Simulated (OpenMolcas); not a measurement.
**4d along the 37-electron sequence**

```yaml
Program: OpenMolcas 26.06
Method: SS-CASPT2, IPEA 0.25 Eh, imaginary shift 0.1 Eh
Basis: ANO-R2
Scalar_Hamiltonian: X2C, finite nucleus
Spin-orbit_coupling: state interaction with AMFI integrals over the reference wave functions, term energies averaged over their components
```

Active space for each ion: 1 electron in 5 orbitals (4d); closed shells correlated by CASPT2: 4s 4p.

Computed levels in cm-1 above 2D 3/2:

```csv
Level,Nb4+,Mo5+,Tc6+,Ru7+
2D 5/2,1810,2540,3280,4200
weight of 2D in the lowest level (%),100,100,100,100
```

Measured, with the error of the calculation in %. Measured levels: Nb4+ from Moore, Atomic Energy Levels, vol. II, NSRDS-NBS 35 (1971 reprint of NBS Circular 467, 1952); Mo5+ from Sugar and Musgrove, J. Phys. Chem. Ref. Data 17, 155 (1988).

```tsv
Level	Nb4+	Mo5+
2D 5/2	1870 (-3.2)	2584 (-1.8)
```

The fine-structure level 2D 5/2 changes by a factor of 2.32 from Nb4+ to Ru7+. Its fourth root runs 6.52, 7.10, 7.57, 8.05, with steps per unit of Z of 0.58, 0.47, 0.48; equal steps would mean a (Z - σ)^4 law with constant σ.

CASPT2 breaks the degeneracy within a term, and the mean is taken; among the terms shown or strongly mixed into the levels shown the widest spread is 13 cm-1 (4d 2D, Tc6+). With one active electron, CASPT2 adds the correlation within the correlated inactive shells and between them and that electron, and leaves the splitting within a term as the reference gives it. Measured partners are found by configuration, term and J. A level has none where our copy of the source lacks it or the pairing is in doubt (some pairs that miss far off the trend of their configuration count as doubtful), and it then counts in no deviation. Levels of configurations outside the active space are missing.
